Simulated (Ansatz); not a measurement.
Geometry optimisation, RKS PBE/def2-SVP in Ansatz 0.2.0.

Input file:

```yaml
crystal:
  periodic: [false, false, false]
  atoms:
    - { symbol: O, position_ang: [-1.02892, 1.47042, -0.97836] }
    - { symbol: B, position_ang: [-0.50242, 0.36128, -0.46821] }
    - { symbol: Si, position_ang: [0.71058, -0.59494, 0.66879] }
    - { symbol: S, position_ang: [-0.83386, -1.363, -0.76077] }
    - { symbol: H, position_ang: [-0.72283, 2.33248, -0.69887] }
    - { symbol: H, position_ang: [0.37214, -1.09544, 1.99513] }
    - { symbol: H, position_ang: [2.00531, -1.1108, 0.24229] }
basis:
  gaussian: { orbitals: def2-SVP }
hamiltonian:
  xc: pbe
relax:
  f_tol: 0.015
  max_steps: 40
```

Command:

```bash
$ ansatz run input.yaml --threads 1 --pin off --max-ram 2048MiB --backend cpu --events-out ev --progress --plain --runs-dir out
```

**Question.** Where does it end, and by what steps?

**Answer.** It converged. After 5 steps the energy has fallen by 0.142 eV; Si3 moved furthest, 0.10 Å.

```json
{"step": "0", "energy less start (eV)": "0.0000", "largest force component (eV/Å)": "0.912", "accepted": "yes"}
{"step": "1", "energy less start (eV)": "-0.1144", "largest force component (eV/Å)": "0.527", "accepted": "yes"}
{"step": "2", "energy less start (eV)": "-0.1305", "largest force component (eV/Å)": "0.285", "accepted": "yes"}
{"step": "3", "energy less start (eV)": "-0.1390", "largest force component (eV/Å)": "0.176", "accepted": "yes"}
{"step": "4", "energy less start (eV)": "-0.1419", "largest force component (eV/Å)": "0.046", "accepted": "yes"}
{"step": "5", "energy less start (eV)": "-0.1423", "largest force component (eV/Å)": "0.008", "accepted": "yes"}
```

```xyz
7
Properties=species:S:1:pos:R:3
O -1.068 1.498 -1.011
B -0.534 0.364 -0.501
Si 0.672 -0.675 0.634
S -0.874 -1.379 -0.799
H -0.661 2.302 -0.640
H 0.391 -1.046 2.063
H 2.074 -1.065 0.256
```

Whether the end is a true minimum wasn't checked by a vibrational analysis.

Run time: 31 s on 1 thread of Intel(R) Xeon(R) Processor @ 2.50GHz (Skylake/Cascade Lake), with other jobs on the host, peak memory 0.15 GiB.
